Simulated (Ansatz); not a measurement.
CF₃O₂S (SMILES O=[S](=O)C(F)(F)F), doublet (typed; the unrestricted solution is spin-contaminated), geometry from GFN2-xTB; HF/STO-3G (Ansatz, an electronic-structure program).

Ansatz was given this input:
Ansatz 0.2 input:
```yaml
crystal:
  periodic: [false, false, false]
  atoms:
    - {symbol: O, position_ang: [1.36758155, -1.42971649, 0.04512184]}
    - {symbol: S, position_ang: [1.11087261, -0.06550588, -0.33570225]}
    - {symbol: O, position_ang: [1.64565921, 0.98151974, 0.49480224]}
    - {symbol: C, position_ang: [-0.92708388, 0.11038233, -0.01858333]}
    - {symbol: F, position_ang: [-1.17059469, -0.09972883, 1.25864059]}
    - {symbol: F, position_ang: [-1.31047891, 1.32712247, -0.36763597]}
    - {symbol: F, position_ang: [-1.55419135, -0.78612986, -0.76174425]}
basis:
  gaussian:
    orbitals: STO-3G
    point_charges:
      - {charge: 1.0, position_ang: [2.2591, 3.3135, -2.9667]}
hamiltonian:
  xc: hf
magnetization: {spin_polarized: true, initial_magnetization: 1}
```

Task: What does Ansatz print? Leave out banner, timings and long lists.

Result: 
```
Functional definition: HF
547 factors; integrals over basis functions are off by at most 2.4e-5 eV
mean field evaluation 1: about -23717.6475 eV, gradient 4.0e1 eV
mean field evaluation 2: about -23717.9016 eV, gradient 4.0e1 eV
mean field evaluation 4: about -23729.5017 eV, gradient 3.5e0 eV
mean field evaluation 8: about -23730.0417 eV, gradient 1.7e0 eV
mean field evaluation 16: about -23730.6264 eV, gradient 8.1e-5 eV
mean field evaluation 32: about -23729.6048 eV, gradient 2.1e0 eV
mean field evaluation 64: about -23730.3049 eV, gradient 6.3e-1 eV
mean field evaluation 96: about -23721.9934 eV, gradient 1.3e1 eV
mean field evaluation 128: about -23722.0592 eV, gradient 1.0e1 eV
mean field evaluation 160: about -23729.0297 eV, gradient 4.4e0 eV
mean field evaluation 192: about -23726.5832 eV, gradient 5.1e0 eV
mean field evaluation 224: about -23729.9010 eV, gradient 2.0e-3 eV
mean field -23730.62638981 eV, -872.0844346291 hartree, gradient 2.2e-5 eV, S^2 1.134657; 4 other end points of the search recorded, 0 dependent functions left out
reference -23730.62638981 eV, -872.0844346291 hartree; 33, 32 occupied and 6, 7 virtual orbitals, 547 factors
Total energy: -23730.62638981 eV, -872.0844346291 hartree
```
